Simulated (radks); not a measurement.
Results of a calculation; reference values are marked as such.
Initial-state core-level shifts of neutral ruthenium when its valence configuration changes from [Kr] 4d7 5s1. Code: a radial shooting solver on a logarithmic mesh with Libxc functionals. Model: Dirac Kohn-Sham, BLYP, spin-unpolarised, spherical densities, point nucleus; open shells are shared between the two j in proportion to 2j + 1. Shifts are changes of the shell-averaged eigenvalues in eV (positive: less bound).

valence              3p      3d      4s      4p
4d6 5s2          -3.517  -3.535  -3.256  -3.111
4d7 5p1          -1.543  -1.538  -1.586  -1.598
4d6.5 5s1.5      -1.676  -1.685  -1.565  -1.497
4d6 5s1 5p1      -5.052  -5.067  -4.812  -4.669
4d7.5 5s0.5      +1.498  +1.504  +1.419  +1.362
4d7.5 5p0.5      +0.681  +0.690  +0.573  +0.506
4d8              +2.802  +2.814  +2.671  +2.568
4d6.5 5s1 5p0.5  -2.488  -2.494  -2.393  -2.329
4d7 5s0.5 5p0.5  -0.817  -0.814  -0.840  -0.846
